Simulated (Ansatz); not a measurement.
Total energies of the cluster AgBr₂⁻ (the lowest singlet isomer of a short search) from Ansatz at r2SCAN-D4/def2-TZVPD, gas phase (1 Eh = 27.2114 eV = 2625.5 kJ/mol). The reference geometry is relaxed at PBE-D4/def2-TZVPD.

```xyz
3

Ag    0.000    0.000    0.000
Br   -1.933   -1.531   -0.149
Br    1.933    1.531    0.149
```

```csv
state,geometry,energy (Eh)
charge -1 singlet,reference,-5295.54431
charge 0 doublet,reference,-5295.37785
charge -1 triplet,relaxed at PBE-D4/def2-TZVPD,-5295.42525
charge -1 quintet,relaxed at PBE-D4/def2-TZVPD,-5295.19459
```

In the def2 sets Ag takes a core potential; there is no spin–orbit coupling.

Problem. Work out the vertical ionisation energy to the doublet.

Solution. E(charge 0 doublet) − E(charge -1 singlet) = -5295.37785 − (-5295.54431) = 0.16646 Eh = 4.53 eV. For comparison, −ε of the highest occupied level is 1.94 eV at this level, 2.59 eV less.

Problem. Which of the charge -1 states is lowest, and how far above it are the others?

Solution. The singlet. triplet: -5295.42525 − (-5295.54431) = 0.11906 Eh = 312.6 kJ/mol; quintet: -5295.19459 − (-5295.54431) = 0.34972 Eh = 918.2 kJ/mol.

At r2SCAN-D4/def2-TZVPD the highest occupied level of the charge -1 triplet lies above zero (up to 0.22 eV). It is a level of α spin, whose loss leaves a doublet; that state wasn't run at this geometry and level. The electron is either unbound and held by the finite basis, or the level is raised by self-interaction error. At r2SCAN-D4/def2-TZVPD the highest occupied level of the charge -1 quintet lies above zero (up to 2.17 eV). It is a level of α spin, whose loss leaves a quartet; that state wasn't run at this geometry and level. The electron is either unbound and held by the finite basis, or the level is raised by self-interaction error. 

The structure comes from a short search, and lower isomers may exist.
